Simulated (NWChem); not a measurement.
The numbers come from NWChem runs, not from measurements. System: C2H2Cl, charge 1, spin multiplicity 1, at the geometry of a parent with another charge or spin, in a state set for the comparison that need not be this species' ground state. Level: RHF/def2-TZVP.

The NWChem input:

```
start mol
memory heap 200 mb stack 900 mb global 1100 mb
charge 1
geometry units angstroms nocenter noautoz
  C      1.692043    -0.335244     0.000000
  C      0.436020    -0.701522     0.000000
  Cl    -0.893451     0.435913     0.000000
  H      2.317128     0.554312     0.000000
  H      0.103166    -1.744231     0.000000
  symmetry group Cs
end
basis spherical
  * library def2-tzvp
end
scf
  rhf
  nopen 0
  maxiter 100
  thresh 1e-7
  semidirect memsize 60000000 filesize 0
end
task scf energy
```

Output (cleaned and shortened):

```
             Northwest Computational Chemistry Package (NWChem) 7.3.0
             --------------------------------------------------------

                                NWChem Input Module
                                -------------------

 Scaling coordinates for geometry "geometry" by  1.889725989
 (inverse scale =  0.529177249)

 Turning off AUTOSYM since
 SYMMETRY directive was detected!

                             Geometry "geometry" -> ""
                             -------------------------

 Output coordinates in angstroms (scale by  1.889725989 to convert to a.u.)

  No.       Tag          Charge          X              Y              Z
 ---- ---------------- ---------- -------------- -------------- --------------
    1 C                    6.0000     1.69204300    -0.33524400     0.00000000
    2 C                    6.0000     0.43602000    -0.70152200     0.00000000
    3 Cl                  17.0000    -0.89345100     0.43591300     0.00000000
    4 H                    1.0000     2.31712800     0.55431200     0.00000000
    5 H                    1.0000     0.10316600    -1.74423100     0.00000000

 Effective nuclear repulsion energy (a.u.)      80.8548697747

            Nuclear Dipole moment (a.u.)
            ----------------------------
        X                 Y               Z
 ---------------- ---------------- ----------------
     0.0000094486     0.0000113384     0.0000000000

      Symmetry information
      --------------------

 Group name             Cs
 Group number              2
 Group order               2
 No. of unique centers     5

      Symmetry unique atoms

     1    2    3    4    5


 Summary of "ao basis" -> "" (spherical)
 ------------------------------------------------------------------------------
       Tag                 Description            Shells   Functions and Types
 ---------------- ------------------------------  ------  ---------------------
 *                         def2-tzvp                  on all atoms

 Summary of "ao basis" -> "ao basis" (spherical)
 ------------------------------------------------------------------------------
[...]
   Bfn.  Coefficient  Atom+Function         Bfn.  Coefficient  Atom+Function
  ----- ------------  ---------------      ----- ------------  ---------------
    79      0.437886  3 Cl pz                 8     -0.268801  1 C  pz
    11     -0.264924  1 C  pz                82      0.263338  3 Cl pz
    76      0.201651  3 Cl pz                70     -0.156384  3 Cl pz

 Vector   16  Occ=0.000000D+00  E=-2.843118D-01  Symmetry=a'
              MO Center=  1.5D+00, -4.6D-01, -2.7D-17, r^2= 2.3D+00
   Bfn.  Coefficient  Atom+Function         Bfn.  Coefficient  Atom+Function
  ----- ------------  ---------------      ----- ------------  ---------------
    10      0.280001  1 C  py                 7      0.271191  1 C  py
    13      0.262275  1 C  py                12     -0.257055  1 C  px
     9     -0.203159  1 C  px                77     -0.192815  3 Cl px
     6     -0.191573  1 C  px                80     -0.175422  3 Cl px

 Vector   17  Occ=0.000000D+00  E=-1.319019D-01  Symmetry=a"
              MO Center=  8.3D-01, -4.9D-01, -7.2D-16, r^2= 2.7D+00
   Bfn.  Coefficient  Atom+Function         Bfn.  Coefficient  Atom+Function
  ----- ------------  ---------------      ----- ------------  ---------------
    45      0.696855  2 C  pz                14     -0.608334  1 C  pz
    42      0.321545  2 C  pz                39      0.309768  2 C  pz
    82     -0.267153  3 Cl pz                 8     -0.254254  1 C  pz
    11     -0.245028  1 C  pz

 Vector   18  Occ=0.000000D+00  E=-3.924386D-02  Symmetry=a'
              MO Center=  5.9D-01, -8.4D-02,  1.1D-16, r^2= 5.9D+00
   Bfn.  Coefficient  Atom+Function         Bfn.  Coefficient  Atom+Function
  ----- ------------  ---------------      ----- ------------  ---------------
    36      2.309259  2 C  s                102     -2.070645  4 H  s
   108     -1.641029  5 H  s                 12      1.050593  1 C  px
    13      1.055809  1 C  py                35      0.753225  2 C  s
    44     -0.731775  2 C  py                81      0.385963  3 Cl py
    80     -0.324969  3 Cl px                67     -0.314411  3 Cl s

 center of mass
 --------------
 x =  -0.10123341 y =   0.04967072 z =   0.00000000

 moments of inertia (a.u.)
 ------------------
          61.539176230023          81.769261214162           0.000000000000
          81.769261214162         249.254335992472           0.000000000000
           0.000000000000           0.000000000000         310.793512222495

  Mulliken analysis of the total density
  --------------------------------------

    Atom       Charge   Shell Charges
 -----------   ------   -------------------------------------------------------
    1 C    6     5.79   0.86  1.12  0.57  0.66  0.08  1.08  1.13  0.23  0.01  0.04  0.01
    2 C    6     5.99   0.86  1.12  0.51  0.62  0.06  1.17  1.34  0.17  0.02  0.12  0.01
    3 Cl  17    16.82   2.01  0.45  1.51  1.13  0.83  4.18  1.69  1.05  2.75  1.15  0.02  0.05  0.01
    4 H    1     0.66   0.23  0.38  0.02  0.03
    5 H    1     0.73   0.25  0.43  0.03  0.02

       Multipole analysis of the density wrt the origin
       ------------------------------------------------

     L   x y z        total         open         nuclear
     -   - - -        -----         ----         -------
     0   0 0 0      1.000000      0.000000     31.000000

     1   1 0 0      1.964314      0.000000      0.000009
     1   0 1 0     -0.750381      0.000000      0.000011
     1   0 0 1     -0.000000      0.000000      0.000000

     2   2 0 0     -5.725042      0.000000    133.089256
     2   1 1 0     -1.288204      0.000000    -38.407583
     2   1 0 1     -0.000000      0.000000      0.000000
     2   0 2 0    -12.356748      0.000000     36.450125
     2   0 1 1     -0.000000      0.000000      0.000000
     2   0 0 2    -17.857770      0.000000      0.000000

 Task  times  cpu:        2.5s     wall:        2.5s

 Total times  cpu:        2.6s     wall:        2.6s
```
